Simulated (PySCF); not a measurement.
F3Fe, SMILES [F][Fe-]([F])[F] (connectivity only; charge and spin as stated), charge -1, multiplicity 5.

The structure is a stationary point at r2SCAN-D4/def2-SVPD. The multiplicity is an assumed one; other spin states were not compared.

All values below come from PySCF 2.14.0 with r2SCAN-D4/def2-SVPD.

Frequencies are harmonic and unscaled.

Modes within 1.5 cm⁻¹ of each other (mostly degenerate sets) share a row, with their intensities summed.

```json
[
 {"mode": "1–2", "ν (cm⁻¹)": "138", "IR (km/mol)": "33.9", "moving atoms (share of kinetic energy)": "F 83 %, Fe 17 %"},
 {"mode": "3", "ν (cm⁻¹)": "154", "IR (km/mol)": "17.5", "moving atoms (share of kinetic energy)": "Fe 51 %, F 49 %"},
 {"mode": "4", "ν (cm⁻¹)": "513", "IR (km/mol)": "0.0", "moving atoms (share of kinetic energy)": "F 100 %"},
 {"mode": "5–6", "ν (cm⁻¹)": "570", "IR (km/mol)": "326.4", "moving atoms (share of kinetic energy)": "F 66 %, Fe 34 %"}
]
```
